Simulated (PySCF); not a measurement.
# Radial density of Xe²⁺ (xenon, charge +2)

BHandHLYP, [Kr] 4d10 5s1 5p5, high-spin 3P determinant (an excited configuration). Computed with PySCF 2.14 in x2c-QZVPPall (13s9p7d4f1g, 112 functions), with the spin-free X2C one-electron Hamiltonian (Gaussian nucleus).

```json
{"r (bohr)": "0.0283", "4πr²ρ (e/bohr)": "63.84", "4πr²(ρα − ρβ)": "0.0166"}
{"r (bohr)": "0.0476", "4πr²ρ (e/bohr)": "67.12", "4πr²(ρα − ρβ)": "0.0470"}
{"r (bohr)": "0.0801", "4πr²ρ (e/bohr)": "91.22", "4πr²(ρα − ρβ)": "0.0628"}
{"r (bohr)": "0.135", "4πr²ρ (e/bohr)": "68.07", "4πr²(ρα − ρβ)": "-0.0054"}
{"r (bohr)": "0.227", "4πr²ρ (e/bohr)": "76.80", "4πr²(ρα − ρβ)": "0.1599"}
{"r (bohr)": "0.381", "4πr²ρ (e/bohr)": "37.74", "4πr²(ρα − ρβ)": "0.0199"}
{"r (bohr)": "0.641", "4πr²ρ (e/bohr)": "29.67", "4πr²(ρα − ρβ)": "0.3037"}
{"r (bohr)": "1.08", "4πr²ρ (e/bohr)": "13.18", "4πr²(ρα − ρβ)": "0.3095"}
{"r (bohr)": "1.81", "4πr²ρ (e/bohr)": "4.593", "4πr²(ρα − ρβ)": "1.4454"}
{"r (bohr)": "3.05", "4πr²ρ (e/bohr)": "0.9677", "4πr²(ρα − ρβ)": "0.2076"}
{"r (bohr)": "5.13", "4πr²ρ (e/bohr)": "0.01392", "4πr²(ρα − ρβ)": "0.0002"}
```

Densities and radii are taken from the X2C orbitals without a picture-change correction, which distorts them close to the nucleus.

Task: Where is the radial spin density 4πr²(ρα − ρβ) most negative, and why is it negative at all?

Result: Around r = 0.135 bohr, down to -0.0054 e/bohr: exchange with the open shell polarises the paired shells in an unrestricted calculation.
